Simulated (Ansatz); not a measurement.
A structure relaxed at PBE0-D4/def2-TZVP, charge 0, multiplicity 1:

```xyz
10

C     1.6484    0.9280    0.8202
N     0.8058    0.9898   -0.1119
As   -1.0037    0.6605    0.2100
C    -1.1504   -0.8442   -1.0356
H     1.4197    0.6268    1.8534
H     2.6931    1.1816    0.6129
H    -0.8460   -0.2011    1.4755
H    -1.0762   -0.4528   -2.0500
H    -2.1277   -1.3117   -0.9074
H    -0.3630   -1.5768   -0.8672
```

(1) Give its formula and SMILES.

(2) Summarise the bond lengths by kind.

Answers

(1) C2H6AsN, `C=N[AsH]C`.

(2) 1 × C–N 1.258 Å; 5 × C–H 1.089 to 1.100 Å; 1 × As–N 1.867 Å; 1 × As–C 1.959 Å; 1 × As–H 1.539 Å.

Program: Ansatz 0.2.0.
